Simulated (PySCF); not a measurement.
Compound: C4H11GeP.
Atom-mapped SMILES: `[CH2:1]=[CH:2][P:3]([GeH3:4])[CH2:5][CH3:6]` (hydrogens: H7, H8 on C1; H9 on C2; H10, H11, H12 on Ge4; H13, H14 on C5; H15, H16, H17 on C6)

All values: B3LYP/def2-SVPD (PySCF, non-relativistic), on one gas-phase PBE0-D3(BJ)/def2-SVP geometry that isn't relaxed in the solvent. The solvent is an IEF-PCM continuum (van der Waals radii × 1.2), and excitations are vertical TDDFT with non-equilibrium linear response and a frozen core. Only the electrostatic response of the medium enters. Spin–orbit coupling is left out although an atom past zinc is present.

Gas-phase singlets (H = HOMO, L = LUMO):

```csv
state,E (eV),λ (nm),f,leading configurations
S1,4.747,261,0.050,H→L 93%
S2,5.723,217,0.097,"H→L+1 81%, H→L+3 10%"
S3,5.871,211,0.008,H→L+2 97%
S4,6.061,205,0.086,"H→L+3 76%, H→L+1 12%"
S5,6.300,197,0.247,"H-1→L 62%, H→L+3 8%"
```

What are the lowest 5 singlets in chloroform (ε = 4.711)?

| state | E (eV) | λ (nm) | f | leading configurations | change by rank (eV) |
| --- | --- | --- | --- | --- | --- |
| S1 | 4.798 | 258 | 0.082 | H→L 94% | +0.051 |
| S2 | 5.687 | 218 | 0.172 | H→L+1 88% | -0.036 |
| S3 | 5.950 | 208 | 0.013 | H→L+2 93% | +0.079 |
| S4 | 6.051 | 205 | 0.108 | H→L+3 72%, H-1→L 14% | -0.010 |
| S5 | 6.219 | 199 | 0.377 | H-1→L 68%, H→L+3 15% | -0.081 |

The ground-state energy changes by -0.068 eV from gas to chloroform. By how much does the total energy of gas-phase S1 change?

E(S1) = E(S0) + excitation energy, so it changes by -0.068 + 0.051 = -0.017 eV: it is lowered less than the ground state, which is what a blue shift means. This is the vertical state, with the slow part of the continuum still set for S0.

How do the frontier levels move from gas to chloroform?

```tsv
orbital	gas (eV)	solvent (eV)	change (eV)	Löwdin shares, gas	Löwdin shares, solvent
LUMO+2	0.27	0.38	+0.11	Ge4 30 %, C5 9 %, H10 8 %, C6 7 %	Ge4 34 %, H10 9 %, C5 7 %, H12 7 %
LUMO+1	0.02	0.06	+0.04	Ge4 30 %, P3 23 %, H11 13 %, H12 9 %	Ge4 30 %, P3 24 %, H11 13 %, H12 8 %
LUMO	-0.80	-0.71	+0.09	C1 32 %, C2 25 %, Ge4 11 %, P3 8 %	C1 31 %, C2 25 %, Ge4 11 %, P3 9 %
HOMO	-6.41	-6.39	+0.02	P3 50 %, Ge4 12 %, C2 12 %, C5 8 %	P3 49 %, Ge4 12 %, C2 12 %, C1 8 %
HOMO-1	-7.56	-7.48	+0.08	C2 24 %, P3 22 %, C1 21 %, C5 9 %	C2 23 %, P3 22 %, C1 20 %, C5 10 %
HOMO-2	-8.74	-8.66	+0.08	C2 20 %, P3 17 %, Ge4 17 %, C1 12 %	C2 20 %, P3 17 %, Ge4 16 %, C1 12 %
HOMO-3	-8.84	-8.72	+0.12	P3 18 %, C2 16 %, C5 14 %, C1 10 %	P3 18 %, C2 16 %, C5 15 %, C1 10 %
```

The HOMO–LUMO gap goes from 5.61 to 5.68 eV.

Hardware: an Arm Neoverse V1 with one thread, shared host with 64 logical CPUs at a one-minute load of 33. Cost: 49 s, 1.1 GiB resident at most. This is the whole response run at B3LYP/def2-SVPD in chloroform, SCF included.

Shape of the structure used: `[CH2:1]=[CH:2][P:3]([GeH3:4])[CH2:5][CH3:6]`: C1–C2–P3–Ge4 110°, C2–P3–C5–C6 74°.
